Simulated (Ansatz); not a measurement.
`NC[SiH](F)Br` → `F[Si]Br` + CH₃NH₂ at 400 K and 1 bar (silylene formation by 1,1-elimination).

Isolated molecules relaxed with PBE0-D4/def2-TZVP in Ansatz; ΔE leaves out vibrations. CBS: MP2 limit from def2 TZ/QZ plus the TZ coupled-cluster correction, frozen cores. For Br outer-core shells are correlated without core-valence functions, which leaves a few kJ/mol of doubt a bond. Scalar relativity is left out up to krypton. One conformer a species, not always the lowest.

```json
{"species": "`NC[SiH](F)Br`", "CCSD(T)/CBS energy (Eh)": "-3058.06836", "H − E (kJ/mol)": "211.6", "S (J/(mol·K))": "393.2"}
{"species": "`F[Si]Br`", "CCSD(T)/CBS energy (Eh)": "-2962.26094", "H − E (kJ/mol)": "26.4", "S (J/(mol·K))": "302.2"}
{"species": "CH₃NH₂", "CCSD(T)/CBS energy (Eh)": "-95.75281", "H − E (kJ/mol)": "185.4", "S (J/(mol·K))": "256.0"}
```

H − E and S are ideal-gas, rigid-rotor, harmonic terms from PBE0-D4/def2-TZVP, for one conformer and one mirror image of each species. 1 Eh = 2625.50 kJ/mol, R = 8.31446 J/(mol·K).

**Question.** By hand: ΔE, ΔH, ΔS and ΔG.

**Answer.** ΔE = (-2962.26094) + (-95.75281) − (-3058.06836) = 0.05461 Eh = 143.4 kJ/mol. Δ(H − E) = 26.4 + 185.4 − 211.6 = 0.2, so ΔH = 143.6 kJ/mol. ΔS = 302.2 + 256.0 − 393.2 = 165.0 J/(mol·K). ΔG = 143.6 − 400 × (165.0)/1000 = 77.6 kJ/mol.

**Question.** By hand: the equilibrium constant, and the temperature at which ΔG would vanish if ΔH and ΔS stayed fixed.

**Answer.** log₁₀ K = −ΔG/(RT ln 10) = -10.1. ΔG = 0 at ΔH/ΔS = 870 K.

The number of gas molecules changes by +1, which sets the sign of ΔS. A doubt of 5 kJ/mol in ΔE shifts log₁₀ K by 0.7 here. Other conformers and mirror images would add mixing entropy, several J/(mol·K) or more a flexible species. These are equilibria of isolated gas molecules and say nothing of rates. Largest T1 diagnostic: 0.012 (customary marks: 0.02 for closed shells, 0.045 for open ones).
